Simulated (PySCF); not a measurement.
# Electron correlation in C(3+) (carbon, charge +3)

[He] 2s1, 2S determinant. All numbers are calculated (PySCF 2.14, no relativity, point nucleus, in def2-TZVPPD (6s3p3d1f, 37 functions)). Frozen: nothing; 3 electrons correlated.

| level | correlation energy (mhartree) |
| --- | --- |
| CCSD | -15.88 |
| (T) | -0.01 |
| CCSD(T) | -15.89 |
| CCSDT | -15.88 |

Diagnostics: T1 = 0.00033, D1 = 0.0007, largest double amplitude 0.012.

Cost of the coupled-cluster step: roughly 0.5 core-seconds, for 3 correlated electrons.

Iterations:

```
CC2 = 0
CCSD nocc = (np.int64(2), np.int64(1)), nmo = (37, 37)
frozen orbitals [[], []]
max_cycle = 100
direct = 0
conv_tol = 1e-08
conv_tol_normt = 1e-06
diis_space = 8
diis_start_cycle = 0
Init t2, MP2 energy = -0.0146600435213773
Init E_corr(UCCSD) = -0.0146600435214778
cycle = 1  E_corr(UCCSD) = -0.0157658445345059  dE = -0.00110580101  norm(t1,t2) = 0.00180658
cycle = 2  E_corr(UCCSD) = -0.0158661207137286  dE = -0.000100276179  norm(t1,t2) = 0.000247975
cycle = 3  E_corr(UCCSD) = -0.0158781841797779  dE = -1.2063466e-05  norm(t1,t2) = 4.07467e-05
cycle = 4  E_corr(UCCSD) = -0.0158776585858553  dE = 5.25593923e-07  norm(t1,t2) = 2.81495e-06
cycle = 5  E_corr(UCCSD) = -0.0158776961321358  dE = -3.75462805e-08  norm(t1,t2) = 1.81642e-07
cycle = 6  E_corr(UCCSD) = -0.0158776965558866  dE = -4.23750809e-10  norm(t1,t2) = 6.74281e-09
UCCSD converged
E(UCCSD) = -34.74094161828337  E_corr = -0.01587769655588664
UCCSD(T) correction = -6.28140650415347e-06
```

This basis was not built for core-valence correlation, so the inner-shell part is incomplete.
